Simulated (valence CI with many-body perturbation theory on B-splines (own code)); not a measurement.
# Energy levels of Cd43+

Calculated by relativistic CI+MBPT: three valence electrons over a frozen Dirac-Fock core [He], radial functions for each j: 11 s, 11 p, 9 d, 7 f, 5 g, 2 h, 1 i, with the one-electron correlation potential Σ1, the two-electron term Σ2, the three-electron term Σ3, Breit, model QED; selected CI, second order for the rest (own B-spline code, finite nucleus).

The last digits are not significant, and no measured levels were compared; by estimate large intervals hold to a few tenths of a per cent, small ones and those within an open d or f shell to about a per cent.

Levels 46 to 90 of 99, with energies above the lowest level, (2s^2 2p1/2) J=1/2. "Leading %" is the weight of the configuration and term that name the level; weights of strongly mixed levels are sums over their largest components and can fall short. In the jj column 3d3/2^4 stands for four electrons in 3d with j = 3/2. Lifetimes count E1, E2, E3, M1 and M2 decay at the calculated energies, and are blank where another channel may lead or the interval is too uncertain; long ones can be off by a factor of two.

| No. | Configuration | Term | J | E (× 10³ cm⁻¹) | Leading % | Lifetime | Second component | g | Leading jj |
| --- | --- | --- | --- | --- | --- | --- | --- | --- | --- |
| 46 | 2s 2p 3s | 2P° | 3/2 | 35129 | 80 | 33.0 fs | 12 % 2s 2p 3s 4P° | 1.369 | 2s 2p3/2 3s (91 %) |
| 47 | 2p2 3p | 2P° | 3/2 | 35211 | 29 | 14.5 fs | 22 % 2p2 3p 4D° | 1.335 | 2p1/2^2 3p3/2 (89 %) |
| 48 | 2p2 3d | 2D | 3/2 | 35429 | 36 | 21.1 fs | 35 % 2p2 3d 4F | 0.785 | 2p1/2^2 3d3/2 (94 %) |
| 49 | 2s 2p 3p | 4D | 7/2 | 35462 | 100 | 4.01 ps |  | 1.418 | 2s 2p3/2 3p3/2 (100 %) |
| 50 | 2s 2p 3p | 2P | 3/2 | 35485 | 52 | 9.98 fs | 21 % 2s 2p 3p 4S | 1.374 | 2s 2p3/2 3p3/2 (75 %) |
| 51 | 2s 2p 3p | 2P | 1/2 | 35499 | 59 | 23.3 fs | 19 % 2s 2p 3p 2S | 1.140 | 2s 2p3/2 3p1/2 (94 %) |
| 52 | 2s 2p 3p | 2D | 3/2 | 35523 | 54 | 213 fs | 16 % 2s 2p 3p 2P | 1.086 | 2s 2p3/2 3p1/2 (75 %) |
| 53 | 2s 2p 3p | 2D | 5/2 | 35590 | 45 | 14.1 fs | 45 % 2s 2p 3p 4P | 1.381 | 2s 2p3/2 3p3/2 (94 %) |
| 54 | 2s 2p 3p | 2S | 1/2 | 35601 | 55 | 8.19 fs | 27 % 2s 2p 3p 2P | 1.508 | 2s 2p3/2 3p3/2 (89 %) |
| 55 | 2p2 3d | 2D | 5/2 | 35640 | 29 | 4.51 fs | 20 % 2p2 3d 4D | 1.199 | 2p1/2^2 3d5/2 (96 %) |
| 56 | 2s 2p 3d | 4D° | 5/2 | 35816 | 47 | 3.45 fs | 21 % 2s 2p 3d 4F° | 1.245 | 2s 2p3/2 3d3/2 (97 %) |
| 57 | 2s 2p 3d | 4P° | 3/2 | 35837 | 44 | 3.01 fs | 40 % 2s 2p 3d 4D° | 1.368 | 2s 2p3/2 3d3/2 (96 %) |
| 58 | 2s 2p 3d | 4F° | 7/2 | 35842 | 46 | 4.20 fs | 39 % 2s 2p 3d 4D° | 1.288 | 2s 2p3/2 3d3/2 (75 %) |
| 59 | 2s 2p 3d | 4P° | 1/2 | 35848 | 83 | 3.33 fs | 12 % 2s 2p 3d 4D° | 2.274 | 2s 2p3/2 3d3/2 (95 %) |
| 60 | 2s 2p 3d | 4F° | 9/2 | 35873 | 100 | 164 ps |  | 1.324 | 2s 2p3/2 3d5/2 (100 %) |
| 61 | 2p2 3s | 4P | 3/2 | 35874 | 79 | 46.4 fs | 10 % 2p2 3s 2P | 1.623 | 2p1/2 2p3/2 3s (89 %) |
| 62 | 2s 2p 3p | 2D | 5/2 | 35912 | 49 | 49.0 fs | 21 % 2p2 3s 2D | 1.291 | 2s 2p3/2 3p3/2 (66 %) |
| 63 | 2p2 3s | 2P | 1/2 | 35970 | 57 | 18.6 fs | 28 % 2p2 3s 4P | 1.321 | 2p1/2 2p3/2 3s (86 %) |
| 64 | 2p2 3s | 2D | 3/2 | 35984 | 33 | 28.0 fs | 26 % 2s 2p 3p 2P | 1.146 | 2p1/2 2p3/2 3s (57 %) |
| 65 | 2s 2p 3d | 2D° | 5/2 | 35998 | 45 | 4.66 fs | 32 % 2s 2p 3d 4P° | 1.304 | 2s 2p3/2 3d5/2 (99 %) |
| 66 | 2s 2p 3d | 2D° | 3/2 | 36033 | 43 | 5.27 fs | 25 % 2s 2p 3d 4P° | 1.139 | 2s 2p3/2 3d5/2 (88 %) |
| 67 | 2p2 3s | 2D | 5/2 | 36064 | 36 | 26.5 fs | 29 % 2s 2p 3p 2D | 1.306 | 2p1/2 2p3/2 3s (62 %) |
| 68 | 2s 2p 3p | 2S | 1/2 | 36078 | 63 | 227 fs | 21 % 2s 2p 3p 2P | 1.706 | 2s 2p3/2 3p3/2 (94 %) |
| 69 | 2s 2p 3d | 2F° | 7/2 | 36080 | 74 | 2.66 fs | 25 % 2s 2p 3d 4D° | 1.206 | 2s 2p3/2 3d5/2 (75 %) |
| 70 | 2s 2p 3p | 2P | 3/2 | 36115 | 32 | 19.5 fs | 29 % 2p2 3s 2D | 1.114 | 2s 2p3/2 3p3/2 (50 %) |
| 71 | 2s 2p 3d | 2P° | 1/2 | 36155 | 65 | 3.67 fs | 10 % 2s 2p 3d 4D° | 0.856 | 2s 2p3/2 3d5/2 (83 %) |
| 72 | 2p2 3p | 4P° | 1/2 | 36184 | 39 | 13.1 fs | 23 % 2p2 3p 4D° | 1.558 | 2p1/2 2p3/2 3p1/2 (83 %) |
| 73 | 2p2 3p | 4D° | 3/2 | 36215 | 51 | 11.5 fs | 22 % 2p2 3p 2D° | 1.145 | 2p1/2 2p3/2 3p1/2 (93 %) |
| 74 | 2s 2p 3d | 2F° | 5/2 | 36251 | 29 | 3.73 fs | 28 % 2p2 3p 2F° | 1.013 | 2p1/2 2p3/2 3p1/2 (56 %) |
| 75 | 2s 2p 3d | 2D° | 3/2 | 36334 | 67 | 3.45 fs | 20 % 2s 2p 3d 2P° | 0.913 | 2s 2p3/2 3d3/2 (84 %) |
| 76 | 2s 2p 3d | 2F° | 5/2 | 36359 | 39 | 13.2 fs | 16 % 2p2 3p 2F° | 1.014 | 2s 2p3/2 3d3/2 (55 %) |
| 77 | 2s 2p 3d | 2P° | 1/2 | 36369 | 87 | 4.04 fs | 11 % 2s 2p 3d 4D° | 0.621 | 2s 2p3/2 3d3/2 (95 %) |
| 78 | 2s 2p 3d | 2F° | 7/2 | 36395 | 80 | 9.64 fs | 10 % 2s 2p 3d 4D° | 1.171 | 2s 2p3/2 3d5/2 (96 %) |
| 79 | 2s 2p 3d | 2D° | 5/2 | 36480 | 66 | 2.64 fs | 24 % 2s 2p 3d 2F° | 1.138 | 2s 2p3/2 3d5/2 (95 %) |
| 80 | 2p2 3p | 2P° | 3/2 | 36483 | 39 | 10.6 fs | 26 % 2p2 3p 2D° | 1.352 | 2p1/2 2p3/2 3p1/2 (97 %) |
| 81 | 2s 2p 3d | 2P° | 3/2 | 36501 | 81 | 3.82 fs | 7 % 2s 2p 3d 4D° | 1.295 | 2s 2p3/2 3d5/2 (95 %) |
| 82 | 2p2 3p | 4D° | 5/2 | 36694 | 52 | 13.3 fs | 34 % 2p2 3p 4P° | 1.417 | 2p1/2 2p3/2 3p3/2 (99 %) |
| 83 | 2p2 3p | 4P° | 1/2 | 36724 | 35 | 12.7 fs | 32 % 2p2 3p 2P° | 1.660 | 2p1/2 2p3/2 3p3/2 (98 %) |
| 84 | 2p2 3p | 2D° | 3/2 | 36764 | 51 | 12.2 fs | 27 % 2p2 3p 4P° | 1.185 | 2p1/2 2p3/2 3p3/2 (98 %) |
| 85 | 2p2 3p | 2F° | 7/2 | 36812 | 58 | 15.3 fs | 40 % 2p2 3p 4D° | 1.245 | 2p1/2 2p3/2 3p3/2 (97 %) |
| 86 | 2p2 3p | 2P° | 3/2 | 36879 | 41 | 12.1 fs | 27 % 2p2 3p 4S° | 1.389 | 2p1/2 2p3/2 3p3/2 (99 %) |
| 87 | 2p2 3p | 2D° | 5/2 | 36941 | 57 | 12.5 fs | 20 % 2p2 3p 2F° | 1.183 | 2p1/2 2p3/2 3p3/2 (97 %) |
| 88 | 2p2 3d | 4F | 3/2 | 36981 | 43 | 13.7 fs | 30 % 2p2 3d 2P | 0.931 | 2p1/2 2p3/2 3d3/2 (98 %) |
| 89 | 2p2 3d | 4F | 5/2 | 36991 | 54 | 36.9 fs | 40 % 2p2 3d 2F | 0.969 | 2p1/2 2p3/2 3d3/2 (97 %) |
| 90 | 2p2 3d | 4D | 1/2 | 37006 | 80 | 26.2 fs | 14 % 2p2 3d 2P | 0.222 | 2p1/2 2p3/2 3d3/2 (100 %) |
